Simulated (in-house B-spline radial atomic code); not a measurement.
Radial electron density of the iron ion Fe⁺, [Ar] 3d6 4s1. Level of theory: non-relativistic LDA exchange-only, spin-polarised, spherical fractional occupations, point nucleus; calculated with a B-spline radial code for spherical atoms.

Columns: r (bohr), 4πr²n(r) (electrons per bohr), bar.

```
 0.00256   0.8551 #
 0.00313    1.241 ##
 0.00382    1.783 ##
 0.00467     2.55 ###
  0.0057    3.601 #####
 0.00697    5.041 ######
 0.00851    6.938 #########
  0.0104    9.395 ############
  0.0127    12.44 ################
  0.0155    16.03 #####################
   0.019    20.12 ##########################
  0.0232     24.2 ###############################
  0.0283    27.79 ####################################
  0.0346     30.3 #######################################
  0.0423    31.09 ########################################
  0.0517    29.98 #######################################
  0.0631    27.53 ###################################
  0.0771    25.07 ################################
  0.0942    24.34 ###############################
   0.115    26.42 ##################################
   0.141    30.67 #######################################
   0.172    34.19 ############################################
    0.21    33.88 ############################################
   0.257    28.48 #####################################
   0.313    20.59 ###########################
   0.383    14.45 ###################
   0.468    13.16 #################
   0.572    15.21 ####################
   0.698    16.59 #####################
   0.853    14.79 ###################
    1.04    10.66 ##############
    1.27    6.387 ########
    1.56    3.369 ####
     1.9    1.838 ##
    2.32    1.067 #
    2.84   0.6118 #
    3.47   0.3053 
    4.24   0.1176 
    5.18  0.03202 
    6.33 0.005675 
    7.73 0.000607 
    9.44 3.528e-05
```

On this grid the curve has 3 maxima, near 0.0423, 0.172, 0.698 bohr.

The 3d down radial function P(r) = rR(r), positive near the nucleus:

```tsv
r (bohr)	P
0.0232	0.001568
0.0346	0.004737
0.0517	0.01379
0.0771	0.03763
0.115	0.09467
0.172	0.2145
0.257	0.4194
0.383	0.6801
0.572	0.8842
0.853	0.8942
1.27	0.7082
1.9	0.438
2.84	0.2039
4.24	0.06453
6.33	0.01129
```
